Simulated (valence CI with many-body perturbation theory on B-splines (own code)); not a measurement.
Level structure of Sn XXXVIII

Computed by valence CI with perturbative core correlation (CI+MBPT): three valence electrons over a frozen Dirac-Fock core [Ne], a basis of 11 s, 11 p, 10 d, 8 f, 5 g, 2 h functions for each j, with the one-electron correlation potential Σ1 (screened to all orders), the two-electron term Σ2, the three-electron term Σ3, Breit, model QED; selected single and double excitations, second order for the rest, scaled by the run's own slope (own B-spline code, finite nucleus).

No measured spectrum was set against this ion. As an estimate, large intervals hold to a few tenths of a per cent, small ones and those within an open d or f shell to about a per cent.

Levels 1 to 45 of 154, with energies above the lowest level, (3s^2 3p1/2) J=1/2. "Leading %" is the weight of the configuration and term that name the level; weights of strongly mixed levels are sums over their largest components and can fall short. In the jj column 3d3/2^4 stands for four electrons in 3d with j = 3/2. Lifetimes count E1, E2, E3, M1 and M2 decay at the calculated energies, and are blank where another channel may lead or the interval is too uncertain; long ones can be off by a factor of two.

| No. | Configuration | Term | J | E (× 10³ cm⁻¹) | Leading % | Lifetime | Second component | Leading jj |
| --- | --- | --- | --- | --- | --- | --- | --- | --- |
| 1 | 3s²3p | ²P° | 1/2 | 0.00 | 99 |  |  | 3s^2 3p1/2 (99 %) |
| 2 | 3s²3p | ²P° | 3/2 | 464.42 | 98 | 1.11 μs |  | 3s^2 3p3/2 (98 %) |
| 3 | 3s3p² | ⁴P | 1/2 | 722.40 | 71 | 127 ps | 21 % 3s3p² ²S | 3s 3p1/2^2 (92 %) |
| 4 | 3s3p² | ⁴P | 3/2 | 1067.8 | 94 | 1.24 ns | 4 % 3s3p² ²D | 3s 3p1/2 3p3/2 (98 %) |
| 5 | 3s3p² | ⁴P | 5/2 | 1146.7 | 50 | 261 ps | 46 % 3s3p² ²D | 3s 3p1/2 3p3/2 (93 %) |
| 6 | 3s3p² | ²D | 3/2 | 1260.4 | 66 | 16.5 ps | 18 % 3s3p² ²P | 3s 3p1/2 3p3/2 (82 %) |
| 7 | 3s3p² | ²P | 1/2 | 1328.1 | 71 | 4.33 ps | 19 % 3s3p² ⁴P | 3s 3p1/2 3p3/2 (89 %) |
| 8 | 3s3p² | ⁴P | 5/2 | 1542.4 | 41 | 42.7 ns | 30 % 3s²3d ²D | 3s 3p3/2^2 (69 %) |
| 9 | 3s²3d | ²D | 3/2 | 1594.2 | 81 | 3.34 ps | 13 % 3s3p² ²P | 3s^2 3d3/2 (81 %) |
| 10 | 3s²3d | ²D | 5/2 | 1741.3 | 66 | 6.26 ps | 24 % 3s3p² ²D | 3s^2 3d5/2 (66 %) |
| 11 | 3s3p² | ²S | 1/2 | 1796.0 | 69 | 6.18 ps | 20 % 3s3p² ²P | 3s 3p3/2^2 (95 %) |
| 12 | 3s3p² | ²P | 3/2 | 1835.3 | 66 | 3.17 ps | 24 % 3s3p² ²D | 3s 3p3/2^2 (90 %) |
| 13 | 3p³ | ²P° | 3/2 | 2008.5 | 34 | 12.6 ps | 26 % 3p³ ²D° | 3p1/2^2 3p3/2 (80 %) |
| 14 | 3s3p3d | ⁴F° | 3/2 | 2118.3 | 81 | 48.2 ps | 11 % 3s3p3d ²D° | 3s 3p1/2 3d3/2 (91 %) |
| 15 | 3s3p3d | ⁴F° | 5/2 | 2166.5 | 57 | 175 ps | 19 % 3s3p3d ²D° | 3s 3p1/2 3d3/2 (86 %) |
| 16 | 3s3p3d | ⁴P° | 5/2 | 2282.5 | 27 | 18.8 ps | 26 % 3s3p3d ²D° | 3s 3p1/2 3d5/2 (86 %) |
| 17 | 3s3p3d | ⁴D° | 1/2 | 2295.3 | 73 | 4.21 ps | 19 % 3s3p3d ²P° | 3s 3p1/2 3d3/2 (92 %) |
| 18 | 3s3p3d | ⁴D° | 3/2 | 2298.8 | 50 | 4.62 ps | 27 % 3s3p3d ⁴P° | 3s 3p1/2 3d3/2 (72 %) |
| 19 | 3s3p3d | ⁴F° | 7/2 | 2323.6 | 64 | 30.0 ps | 21 % 3s3p3d ⁴D° | 3s 3p1/2 3d5/2 (87 %) |
| 20 | 3p³ | ⁴S° | 3/2 | 2344.7 | 43 | 6.55 ps | 28 % 3s3p3d ²D° | 3p1/2 3p3/2^2 (51 %) |
| 21 | 3s3p3d | ⁴P° | 5/2 | 2364.5 | 26 | 12.4 ps | 22 % 3p³ ²D° | 3s 3p1/2 3d5/2 (71 %) |
| 22 | 3s3p3d | ²F° | 5/2 | 2507.5 | 54 | 7.51 ps | 43 % 3p³ ²D° | 3p1/2 3p3/2^2 (43 %) |
| 23 | 3p³ | ²P° | 1/2 | 2544.3 | 83 | 5.84 ps | 15 % 3s3p3d ²P° | 3p1/2 3p3/2^2 (83 %) |
| 24 | 3p³ | ²D° | 3/2 | 2566.6 | 34 | 3.35 ps | 21 % 3s3p3d ²D° | 3p1/2 3p3/2^2 (43 %) |
| 25 | 3s3p3d | ⁴F° | 9/2 | 2661.5 | 100 | 1.48 μs |  | 3s 3p3/2 3d5/2 (100 %) |
| 26 | 3s3p3d | ⁴P° | 3/2 | 2662.7 | 44 | 5.43 ps | 40 % 3s3p3d ⁴D° | 3s 3p3/2 3d3/2 (96 %) |
| 27 | 3s3p3d | ⁴D° | 5/2 | 2662.8 | 57 | 4.42 ps | 14 % 3s3p3d ⁴F° | 3s 3p3/2 3d3/2 (83 %) |
| 28 | 3s3p3d | ⁴P° | 1/2 | 2667.4 | 88 | 5.99 ps | 11 % 3s3p3d ⁴D° | 3s 3p3/2 3d3/2 (97 %) |
| 29 | 3s3p3d | ⁴D° | 7/2 | 2674.2 | 60 | 6.30 ps | 30 % 3s3p3d ⁴F° | 3s 3p3/2 3d3/2 (59 %) |
| 30 | 3s3p3d | ²D° | 3/2 | 2762.5 | 36 | 9.70 ps | 23 % 3s3p3d ²P° | 3s 3p3/2 3d5/2 (75 %) |
| 31 | 3s3p3d | ²D° | 5/2 | 2783.8 | 50 | 7.58 ps | 34 % 3s3p3d ⁴P° | 3s 3p3/2 3d5/2 (92 %) |
| 32 | 3s3p3d | ²D° | 3/2 | 2834.7 | 52 | 2.84 ps | 18 % 3p³ ²P° | 3s 3p3/2 3d3/2 (64 %) |
| 33 | 3s3p3d | ²F° | 7/2 | 2860.3 | 93 | 7.52 ps | 6 % 3s3p3d ⁴D° | 3s 3p3/2 3d5/2 (72 %) |
| 34 | 3s3p3d | ²F° | 5/2 | 2914.2 | 77 | 2.63 ps | 13 % 3s3p3d ²D° | 3s 3p3/2 3d3/2 (88 %) |
| 35 | 3s3p3d | ²P° | 1/2 | 2925.3 | 80 | 2.81 ps | 16 % 3s3p3d ⁴D° | 3s 3p3/2 3d3/2 (67 %) |
| 36 | 3s3p3d | ²F° | 7/2 | 2943.2 | 80 | 4.69 ps | 14 % 3s3p3d ⁴D° | 3s 3p3/2 3d5/2 (86 %) |
| 37 | 3s3p3d | ²P° | 1/2 | 2998.7 | 84 | 3.76 ps | 14 % 3p³ ²P° | 3s 3p3/2 3d5/2 (65 %) |
| 38 | 3p²3d | ⁴F | 3/2 | 3037.1 | 44 | 13.9 ps | 23 % 3p²3d ²D | 3p1/2^2 3d3/2 (96 %) |
| 39 | 3s3p3d | ²P° | 3/2 | 3038.3 | 83 | 3.33 ps | 7 % 3s3p3d ²D° | 3s 3p3/2 3d5/2 (92 %) |
| 40 | 3s3p3d | ²D° | 5/2 | 3050.8 | 66 | 2.83 ps | 17 % 3s3p3d ²F° | 3s 3p3/2 3d5/2 (85 %) |
| 41 | 3p³ | ²P° | 3/2 | 3144.5 | 34 | 2.16 ps | 23 % 3p³ ²D° | 3p3/2^3 (61 %) |
| 42 | 3p²3d | ⁴F | 5/2 | 3184.2 | 28 | 11.2 ps | 26 % 3p²3d ⁴D | 3p1/2^2 3d5/2 (89 %) |
| 43 | 3p²3d | ²F | 5/2 | 3381.8 | 57 | 12.5 ps | 33 % 3p²3d ⁴F | 3p1/2 3p3/2 3d3/2 (88 %) |
| 44 | 3p²3d | ⁴F | 3/2 | 3422.3 | 36 | 6.30 ps | 34 % 3p²3d ²P | 3p1/2 3p3/2 3d3/2 (94 %) |
| 45 | 3p²3d | ⁴D | 1/2 | 3436.7 | 82 | 6.04 ps | 16 % 3p²3d ²P | 3p1/2 3p3/2 3d3/2 (99 %) |

The ionisation energy to 3s² ¹S0 of the next ion comes out as 2524 eV (NIST: 2499 ± 11 eV (semi-empirical), further off than twice its uncertainty). All 154 levels together are meant to be complete up to 9959.9 × 10³ cm⁻¹.
